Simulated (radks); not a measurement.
Values are calculated unless marked as measured or tabulated.
Bi4+, 79 electrons, occupied as [Xe] 4f14 5d10 6s1 (the NIST ground configuration).

Level of theory: scalar-relativistic Kohn-Sham, PBE, spin-polarised, spherical densities, point nucleus; open shells are filled with parallel spins first (spin-orbit coupling, left out, can overturn this in heavy ions) (a radial shooting solver on a logarithmic mesh with Libxc functionals).

Energy parts (eV):
part                       energy
total                  -585790.49
kinetic                 664740.99
electron-nucleus      -1461339.42
Hartree                 221512.68
exchange-correlation    -10704.75

Orbitals (lengths in bohr, moments of r in powers of bohr; r(max) is where P^2 peaks; r(90%) holds 90 % of the orbital's charge):
[
 {"orbital": "1s up", "occ.": "1", "eigenvalue (eV)": "-90730.56", "r(90%)": "0.0290", "<r^2>": "0.0003459", "<r^4>": "3.322e-07", "r(max)": "0.009652"},
 {"orbital": "1s down", "occ.": "1", "eigenvalue (eV)": "-90730.52", "r(90%)": "0.0290", "<r^2>": "0.0003459", "<r^4>": "3.322e-07", "r(max)": "0.009652"},
 {"orbital": "2s up", "occ.": "1", "eigenvalue (eV)": "-16335.41", "r(90%)": "0.103", "<r^2>": "0.005240", "<r^4>": "0.00004772", "r(max)": "0.05617"},
 {"orbital": "2s down", "occ.": "1", "eigenvalue (eV)": "-16335.39", "r(90%)": "0.103", "<r^2>": "0.005240", "<r^4>": "0.00004772", "r(max)": "0.05617"},
 {"orbital": "2p up", "occ.": "3", "eigenvalue (eV)": "-13975.85", "r(90%)": "0.0988", "<r^2>": "0.004486", "<r^4>": "0.00003998", "r(max)": "0.04691"},
 {"orbital": "2p down", "occ.": "3", "eigenvalue (eV)": "-13975.83", "r(90%)": "0.0988", "<r^2>": "0.004486", "<r^4>": "0.00003998", "r(max)": "0.04691"},
 {"orbital": "3s up", "occ.": "1", "eigenvalue (eV)": "-3974.512", "r(90%)": "0.252", "<r^2>": "0.03367", "<r^4>": "0.001708", "r(max)": "0.1584"},
 {"orbital": "3s down", "occ.": "1", "eigenvalue (eV)": "-3974.491", "r(90%)": "0.252", "<r^2>": "0.03367", "<r^4>": "0.001708", "r(max)": "0.1584"},
 {"orbital": "3p up", "occ.": "3", "eigenvalue (eV)": "-3300.594", "r(90%)": "0.260", "<r^2>": "0.03501", "<r^4>": "0.001919", "r(max)": "0.1588"},
 {"orbital": "3p down", "occ.": "3", "eigenvalue (eV)": "-3300.572", "r(90%)": "0.260", "<r^2>": "0.03501", "<r^4>": "0.001919", "r(max)": "0.1589"},
 {"orbital": "3d up", "occ.": "5", "eigenvalue (eV)": "-2624.809", "r(90%)": "0.244", "<r^2>": "0.02902", "<r^4>": "0.001474", "r(max)": "0.1294"},
 {"orbital": "3d down", "occ.": "5", "eigenvalue (eV)": "-2624.790", "r(90%)": "0.244", "<r^2>": "0.02902", "<r^4>": "0.001474", "r(max)": "0.1294"},
 {"orbital": "4s up", "occ.": "1", "eigenvalue (eV)": "-944.0769", "r(90%)": "0.540", "<r^2>": "0.1603", "<r^4>": "0.03697", "r(max)": "0.3557"},
 {"orbital": "4s down", "occ.": "1", "eigenvalue (eV)": "-944.0428", "r(90%)": "0.540", "<r^2>": "0.1603", "<r^4>": "0.03697", "r(max)": "0.3557"},
 {"orbital": "4p up", "occ.": "3", "eigenvalue (eV)": "-723.3264", "r(90%)": "0.583", "<r^2>": "0.1840", "<r^4>": "0.04984", "r(max)": "0.3759"},
 {"orbital": "4p down", "occ.": "3", "eigenvalue (eV)": "-723.2876", "r(90%)": "0.583", "<r^2>": "0.1840", "<r^4>": "0.04984", "r(max)": "0.3759"},
 {"orbital": "4d up", "occ.": "5", "eigenvalue (eV)": "-471.3115", "r(90%)": "0.628", "<r^2>": "0.2058", "<r^4>": "0.06645", "r(max)": "0.3815"},
 {"orbital": "4d down", "occ.": "5", "eigenvalue (eV)": "-471.2662", "r(90%)": "0.628", "<r^2>": "0.2058", "<r^4>": "0.06644", "r(max)": "0.3815"},
 {"orbital": "5s up", "occ.": "1", "eigenvalue (eV)": "-198.8344", "r(90%)": "1.18", "<r^2>": "0.7724", "<r^4>": "0.8540", "r(max)": "0.7703"},
 {"orbital": "5s down", "occ.": "1", "eigenvalue (eV)": "-198.7460", "r(90%)": "1.18", "<r^2>": "0.7716", "<r^4>": "0.8513", "r(max)": "0.7704"},
 {"orbital": "4f up", "occ.": "7", "eigenvalue (eV)": "-193.8295", "r(90%)": "0.698", "<r^2>": "0.2320", "<r^4>": "0.1038", "r(max)": "0.3420"},
 {"orbital": "4f down", "occ.": "7", "eigenvalue (eV)": "-193.7796", "r(90%)": "0.697", "<r^2>": "0.2319", "<r^4>": "0.1037", "r(max)": "0.3420"},
 {"orbital": "5p up", "occ.": "3", "eigenvalue (eV)": "-136.8516", "r(90%)": "1.36", "<r^2>": "1.009", "<r^4>": "1.500", "r(max)": "0.8600"},
 {"orbital": "5p down", "occ.": "3", "eigenvalue (eV)": "-136.7113", "r(90%)": "1.36", "<r^2>": "1.006", "<r^4>": "1.487", "r(max)": "0.8600"},
 {"orbital": "5d up", "occ.": "5", "eigenvalue (eV)": "-67.6449", "r(90%)": "1.80", "<r^2>": "1.674", "<r^4>": "4.499", "r(max)": "1.030"},
 {"orbital": "5d down", "occ.": "5", "eigenvalue (eV)": "-67.2385", "r(90%)": "1.79", "<r^2>": "1.654", "<r^4>": "4.388", "r(max)": "1.028"},
 {"orbital": "6s up", "occ.": "1", "eigenvalue (eV)": "-51.4302", "r(90%)": "2.77", "<r^2>": "4.236", "<r^4>": "25.51", "r(max)": "1.780"},
 {"orbital": "6s down", "occ.": "0", "eigenvalue (eV)": "-50.3640", "r(90%)": "2.77", "<r^2>": "4.235", "<r^4>": "25.52", "r(max)": "1.777"}
]

The highest occupied level is 6s up at -51.430 eV. Summed over all electrons, <r^2> = 35.80 bohr^2, which gives a Langevin (diamagnetic) susceptibility term of -28.4 x 10^-6 cm^3/mol.
